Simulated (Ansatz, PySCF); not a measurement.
This singlet lies 0.72 eV below the relaxed triplet at the level frozen-core CCSD(T)/cc-pVTZ // PBE0-D3(BJ)/def2-TZVP (Ansatz, an electronic-structure program).

# H4BNSi, SMILES `B[Si]N` (lower singlet) (charge 0, multiplicity 1)

Computed with PBE-D3(BJ)/def2-TZVP // PBE0-D3(BJ)/def2-TZVP in PySCF.

```
Property                              Value
-------------  ----------------------------
HOMO                               -4.87 eV
dipole moment                     0.524 e·Å
HOMO–LUMO gap                       1.85 eV
LUMO                               -3.02 eV
total energy                   -371.2251 Ha
cost           very roughly 15 core-seconds
```

```xyz
7

B     -1.4592    -0.0790    -0.0758
Si     0.2655    -1.0588    -0.2273
N      1.4952     0.0812     0.0777
H     -2.0343     0.3166    -1.0537
H     -2.1130    -0.1290     0.9310
H      2.4656    -0.1889     0.0557
H      1.3804     1.0580     0.2924
```
